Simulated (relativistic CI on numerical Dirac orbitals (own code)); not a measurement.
**Radial parameters of Tc41+**

These numbers are calculated, not measured: Dirac-Coulomb-Breit CI, KLI orbitals optimised for each configuration, a model potential for QED, unscaled Slater integrals (own radial code, finite nucleus).

Slater integrals F^k, G^k are unscaled and averaged over j, outside the closed core (none); ζ comes from projecting the Hamiltonian with its Breit term on Σ l·s of the shell.

- 1s 2s: G^0(1s,2s) = 221760 cm⁻¹; <r>(1s) = 0.03378, <r^2>(1s) = 0.001536, <r>(2s) = 0.1365, <r^2>(2s) = 0.02186 (bohr units).
- 1s 2p: G^1(1s,2p) = 458420, ζ(2p) = 815280 cm⁻¹; <r>(1s) = 0.03378, <r^2>(1s) = 0.001536, <r>(2p) = 0.1161, <r^2>(2p) = 0.01626 (bohr units).
- 1s 3s: G^0(1s,3s) = 58086 cm⁻¹; <r>(1s) = 0.03374, <r^2>(1s) = 0.001532, <r>(3s) = 0.3108, <r^2>(3s) = 0.11 (bohr units).

Averages of the first 10 configurations, taken without configuration mixing, which lowers the lowest level and can move excited configurations by several eV; other configurations of the list can lie among them:

| Configuration | Parity | States | Average energy above the lowest level (eV) |
| --- | --- | --- | --- |
| 1s2 | even | 1 | 0.0 |
| 1s 2s | even | 4 | 18755.3 |
| 1s 2p | odd | 12 | 18900.7 |
| 1s 3s | even | 4 | 22252.7 |
| 1s 3p | odd | 12 | 22295.0 |
| 1s 3d | even | 20 | 22322.9 |
| 1s 4s | even | 4 | 23465.3 |
| 1s 4p | odd | 12 | 23483.0 |
| 1s 4d | even | 20 | 23494.7 |
| 1s 4f | odd | 28 | 23498.9 |
